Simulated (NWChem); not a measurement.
Molecule: CH$_{3}$F$_{3}$OSi; SMILES FC(F)(F)[SiH2]O

```xyz
9

Si    -0.6436    -1.0686     0.0014
O      0.5904    -2.1724    -0.0682
C      0.0411     0.7319    -0.0137
F      0.7458     1.0291    -1.1303
F      0.8655     0.9588     1.0468
F     -0.9718     1.6326     0.0718
H     -1.4576    -1.2540    -1.2163
H     -1.4523    -1.1646     1.2439
H      1.1950    -2.2169     0.6857
```
Atoms are numbered in this order, from 1.

Program: NWChem. Medium grid unless said otherwise, to which SCAN and Minnesota functionals are sensitive. The geometry was optimised at B3LYP/6-31G* (spherical d). Hybrids' shares of exact exchange are those that their runs print; pure functionals count as 0. The functionals differ in more than this share.

```csv
row,share of exact exchange,orbital gap (eV)
PBE/def2-TZVP,0.00,6.33
r2SCAN/def2-TZVP,0.00,7.16
TPSSh/def2-TZVP,0.10,7.70
B3LYP/def2-TZVP,0.20,withheld
M06-2X/def2-TZVP,0.54,11.10
```

**Question.** Fit a straight line of the last column on the one before it, predict the withheld value, and compare with the run.

**Answer.** 
1. Means of the 4 shown rows: x = 0.160, y = 8.072. Slope Σ(x − x̄)(y − ȳ)/Σ(x − x̄)² = 1.598/0.1992 = 8.020; intercept 6.789.
2. The shown rows scatter about the line by 0.300 (root mean square); the largest residual is -0.46, at PBE/def2-TZVP.
3. At x = 0.20 (B3LYP/def2-TZVP; inside the shown range) the line gives 8.39.
4. The run gives 8.35, -0.04 from the line, 0.1 times the scatter.
